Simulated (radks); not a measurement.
Results of a calculation; reference values are marked as such.
Species: the lanthanum ion La2+. Configuration: [Kr] 4d10 5s2 5p4 5d1 6p2 (not the ground configuration). Code: a radial shooting solver on a logarithmic mesh with Libxc functionals. Model: Dirac Kohn-Sham, RPBE, spin-unpolarised, spherical densities, finite nucleus; open shells fill j = l - 1/2 first; Fermi nuclear charge, rms radius 4.855 fm.

Unscreened Slater integrals over Kohn-Sham orbitals (eV). Large and small components are both included. Empty in this configuration: 5d5/2.

integral           value
F0(6p1/2,6p1/2)   6.2050
F0(6p1/2,5d3/2)   7.3345
G1(6p1/2,5d3/2)   1.3314
F0(6p1/2,5p3/2)   7.6486
G2(6p1/2,5p3/2)  0.56328
F0(6p1/2,5p1/2)   7.6859
G0(6p1/2,5p1/2)  0.40373
F0(6p1/2,5d5/2)   7.3182
G3(6p1/2,5d5/2)   1.1507
F0(5d3/2,5d3/2)   10.756
F2(5d3/2,5d3/2)   5.6991
F0(5d3/2,5p3/2)   12.053
F2(5d3/2,5p3/2)   6.0881
G1(5d3/2,5p3/2)   7.2818
G3(5d3/2,5p3/2)   4.5547
F0(5d3/2,5p1/2)   12.198
G1(5d3/2,5p1/2)   6.9892
F0(5d3/2,5d5/2)   10.691
F2(5d3/2,5d5/2)   5.6631
G2(5d3/2,5d5/2)   5.6612
G4(5d3/2,5d5/2)   3.7989
F0(5p3/2,5p3/2)   14.125
F2(5p3/2,5p3/2)   7.6832
F0(5p3/2,5p1/2)   14.388
G2(5p3/2,5p1/2)   7.7807
F0(5p3/2,5d5/2)   11.955
F2(5p3/2,5d5/2)   6.0007
G1(5p3/2,5d5/2)   7.1112
G3(5p3/2,5d5/2)   4.4500
F0(5p1/2,5p1/2)   14.672
F0(5p1/2,5d5/2)   12.095
G3(5p1/2,5d5/2)   4.2660
F0(5d5/2,5d5/2)   10.627
F2(5d5/2,5d5/2)   5.6294
F4(5d5/2,5d5/2)   3.7773
